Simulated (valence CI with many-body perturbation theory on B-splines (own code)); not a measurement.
**La⁴³⁺: calculated level list**

Level of theory: relativistic CI+MBPT: four valence electrons over a frozen Dirac-Fock core [Ne], radial functions for each j: 11 s, 11 p, 10 d, 8 f, 5 g, 2 h, with the one-electron correlation potential Σ1 (screened to all orders), the two-electron term Σ2, the three-electron term Σ3, Breit, model QED; selected single and double excitations, second order for the rest, scaled by the run's own slope (own B-spline code, finite nucleus).

The last digits are not significant, and no measured levels were compared; by estimate large intervals hold to a few tenths of a per cent, small ones and those within an open d or f shell to about a per cent. Among the levels kept, up to 550 cm⁻¹ of a level comes from second order outside the variational space, and about a tenth of that is noise between levels of different J, which matters for small intervals.

Levels 1 to 45 of 171, with energies above the lowest level, (3s^2 3p1/2^2) J=0. "Leading %" is the weight of the configuration and term that name the level; weights of strongly mixed levels are sums over their largest components and can fall short. In the jj column 3d3/2^4 stands for four electrons in 3d with j = 3/2.

```tsv
No.	Configuration	Term	J	E (eV)	Leading %	Second component	g	Leading jj
1	3s2.3p2	3P	0	0.00	71	28 % 3s2.3p2 1S		3s^2 3p1/2^2 (99 %)
2	3s2.3p2	3P	1	96.67	99		1.494	3s^2 3p1/2 3p3/2 (99 %)
3	3s2.3p2	1D	2	103.53	61	38 % 3s2.3p2 3P	1.184	3s^2 3p1/2 3p3/2 (98 %)
4	3s2.3p2	3P	2	205.17	61	38 % 3s2.3p2 1D	1.302	3s^2 3p3/2^2 (98 %)
5	3s.3p3	3P°	2	207.78	41	36 % 3s.3p3 5S°	1.595	3s 3p1/2^2 3p3/2 (93 %)
6	3s2.3p2	1S	0	220.06	70	28 % 3s2.3p2 3P		3s^2 3p3/2^2 (98 %)
7	3s.3p3	3D°	1	228.92	39	19 % 3s.3p3 1P°	0.988	3s 3p1/2^2 3p3/2 (82 %)
8	3s2.3p.3d	3F°	2	254.44	72	21 % 3s2.3p.3d 1D°	0.765	3s^2 3p1/2 3d3/2 (98 %)
9	3s2.3p.3d	3D°	1	283.49	49	21 % 3s2.3p.3d 1P°	0.890	3s^2 3p1/2 3d3/2 (83 %)
10	3s2.3p.3d	3D°	2	283.89	25	25 % 3s2.3p.3d 3P°	1.412	3s^2 3p1/2 3d5/2 (62 %)
11	3s2.3p.3d	3F°	3	288.30	48	23 % 3s2.3p.3d 3D°	1.154	3s^2 3p1/2 3d5/2 (84 %)
12	3s.3p3	3D°	2	309.36	42	19 % 3s.3p3 5S°	1.357	3s 3p1/2 3p3/2^2 (60 %)
13	3s.3p3	3D°	3	316.33	79	17 % 3s2.3p.3d 3F°	1.275	3s 3p1/2 3p3/2^2 (79 %)
14	3s.3p3	3P°	0	323.45	89	10 % 3s2.3p.3d 3P°		3s 3p1/2 3p3/2^2 (89 %)
15	3s.3p3	3P°	1	332.30	41	23 % 3s.3p3 3D°	1.258	3s 3p1/2 3p3/2^2 (82 %)
16	3s.3p3	1D°	2	335.25	55	12 % 3s2.3p.3d 3D°	1.105	3s 3p1/2 3p3/2^2 (71 %)
17	3s.3p3	3S°	1	342.61	38	21 % 3s.3p3 1P°	1.377	3s 3p1/2 3p3/2^2 (92 %)
18	3s.3p2.3d	5F	1	367.94	50	30 % 3s.3p2.3d 3D	0.380	3s 3p1/2^2 3d3/2 (94 %)
19	3s.3p2.3d	5F	2	372.38	27	20 % 3s.3p2.3d 3D	1.173	3s 3p1/2^2 3d3/2 (89 %)
20	3s2.3p.3d	3F°	3	378.90	34	32 % 3s2.3p.3d 1F°	1.132	3s^2 3p3/2 3d3/2 (85 %)
21	3s2.3p.3d	3D°	2	378.95	42	19 % 3s2.3p.3d 1D°	1.058	3s^2 3p3/2 3d3/2 (75 %)
22	3s2.3p.3d	3P°	1	379.62	49	32 % 3s2.3p.3d 3D°	1.141	3s^2 3p3/2 3d3/2 (84 %)
23	3s2.3p.3d	3P°	0	380.95	88	10 % 3s.3p3 3P°		3s^2 3p3/2 3d3/2 (88 %)
24	3s2.3p.3d	3F°	4	384.10	99		1.243	3s^2 3p3/2 3d5/2 (99 %)
25	3s2.3p.3d	3P°	2	385.86	40	32 % 3s2.3p.3d 1D°	1.293	3s^2 3p3/2 3d5/2 (82 %)
26	3s.3p2.3d	5D	3	400.02	26	24 % 3s.3p2.3d 3D	1.371	3s 3p1/2^2 3d5/2 (91 %)
27	3s.3p2.3d	3F	2	409.16	25	18 % 3s.3p2.3d 1D	1.051	3s 3p1/2^2 3d5/2 (80 %)
28	3s2.3p.3d	1F°	3	410.43	49	47 % 3s2.3p.3d 3D°	1.161	3s^2 3p3/2 3d5/2 (88 %)
29	3s2.3p.3d	1P°	1	415.20	62	21 % 3s2.3p.3d 3P°	1.114	3s^2 3p3/2 3d5/2 (90 %)
30	3s.3p3	3P°	2	436.58	42	20 % 3s.3p3 1D°	1.360	3s 3p3/2^3 (81 %)
31	3p4	3P	2	445.35	28	14 % 3s.3p2.3d 3F	1.146	3s 3p1/2 3p3/2 3d3/2 (46 %)
32	3s.3p2.3d	5D	0	451.21	63	12 % 3s.3p2.3d 3P		3s 3p1/2 3p3/2 3d3/2 (82 %)
33	3s.3p2.3d	5D	1	453.63	56	20 % 3s.3p2.3d 5F	1.199	3s 3p1/2 3p3/2 3d3/2 (97 %)
34	3s.3p2.3d	5F	3	456.87	48	33 % 3s.3p2.3d 3F	1.170	3s 3p1/2 3p3/2 3d3/2 (90 %)
35	3s.3p3	1P°	1	457.10	42	24 % 3s.3p3 3S°	1.184	3s 3p3/2^3 (90 %)
36	3s.3p2.3d	5F	2	457.46	31	16 % 3p4 3P	1.185	3s 3p1/2 3p3/2 3d3/2 (61 %)
37	3p4	1S	0	461.28	35	24 % 3p4 3P		3p1/2^2 3p3/2^2 (59 %)
38	3s.3p2.3d	5F	4	467.10	40	25 % 3s.3p2.3d 3F	1.218	3s 3p1/2 3p3/2 3d3/2 (80 %)
39	3s.3p2.3d	5D	4	475.03	51	27 % 3s.3p2.3d 5F	1.395	3s 3p1/2 3p3/2 3d5/2 (95 %)
40	3s.3p2.3d	3F	2	477.88	65	8 % 3s.3p2.3d 5P	0.896	3s 3p1/2 3p3/2 3d3/2 (73 %)
41	3s.3p2.3d	5P	3	480.10	41	18 % 3s.3p2.3d 3D	1.402	3s 3p1/2 3p3/2 3d3/2 (63 %)
42	3s.3p2.3d	5P	2	484.91	38	21 % 3s.3p2.3d 3P	1.508	3s 3p1/2 3p3/2 3d3/2 (80 %)
43	3s.3p2.3d	5P	1	485.64	41	21 % 3s.3p2.3d 3P	1.862	3s 3p1/2 3p3/2 3d3/2 (92 %)
44	3s.3p2.3d	5F	5	489.97	52	47 % 3s.3p2.3d 3G	1.298	3s 3p1/2 3p3/2 3d5/2 (96 %)
45	3s.3p2.3d	3P	2	490.34	35	19 % 3s.3p2.3d 5D	1.295	3s 3p1/2 3p3/2 3d5/2 (81 %)
```

The ionisation energy to 3s2.3p 2P°_1/2 of the next ion comes out as 3418.2 eV (NIST: 3416 ± 4 eV (theoretical)). All 171 levels together are meant to be complete up to 767.73 eV.
